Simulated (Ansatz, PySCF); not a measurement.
Molecule: InI, net charge 0, singlet state. SMILES: [In][I]
Coordinates optimised at B3LYP-D3(BJ)/def2-TZVP (Ansatz, a program for electronic structure):
```
In
I 1 2.8039
```

Wanted: atomisation energy (electronic, to ground-state atoms), in kJ/mol. Cores are frozen in the correlated levels unless marked. UHF or UKS for open shells. No spin-orbit coupling. The frozen core is the preceding noble-gas configuration, with the filled d and f shells of earlier blocks. In def2 rows, elements after Kr have scalar-relativistic effective core potentials. The coupled-cluster limit lacks core correlation, which all-electron functionals hold. CBS marks a two-point X^-3 extrapolation of the correlation energy; Hartree-Fock from the larger set.

```
level                                        program  atomisation energy (kJ/mol)  minus last row  rough core time
------------------------------------  --------------  ---------------------------  --------------  ---------------
HF/def2-QZVPPD                                Ansatz                        252.9          -102.8                -
BLYP-D4/def2-TZVPD                    Ansatz + dftd4                        355.4            -0.3       under 20 s
BLYP/def2-TZVPD                               Ansatz                        344.2           -11.5       under 20 s
TPSS/def2-TZVPD                                PySCF                        361.5             5.8                -
r2SCAN-D3(BJ)/def2-TZVPD              Ansatz + dftd3                        360.1             4.4       under 20 s
B3LYP-D3(BJ)/def2-TZVPD               Ansatz + dftd3                        354.9            -0.8       under 20 s
B3LYP/def2-TZVPD                              Ansatz                        343.8           -11.9       under 20 s
PBE0/def2-TZVP                                Ansatz                        353.5            -2.2       under 20 s
r2SCANh-D4/def2-TZVPD                 Ansatz + dftd4                        356.1             0.4       under 20 s
PW6B95-D3(BJ)/def2-TZVPD               PySCF + dftd3                        363.3             7.6                -
CAM-B3LYP/def2-TZVPD                          Ansatz                        338.8           -16.9       under 20 s
RI-MP2/def2-TZVPP                             Ansatz                        346.0            -9.7       under 20 s
CCSD(T)/def2-SVPD                             Ansatz                        324.6           -31.1       under 20 s
CCSD(T)/def2-TZVPP                            Ansatz                        335.1           -20.6       under 20 s
CCSD(T)/CBS(def2-TZVPPD,def2-QZVPPD)          Ansatz                        355.7             0.0             23 s
```

Core times are rough, on shared machines, summed over the molecules involved; a dash marks a level read off another run, or run on other hardware, by another program or under a memory cap.
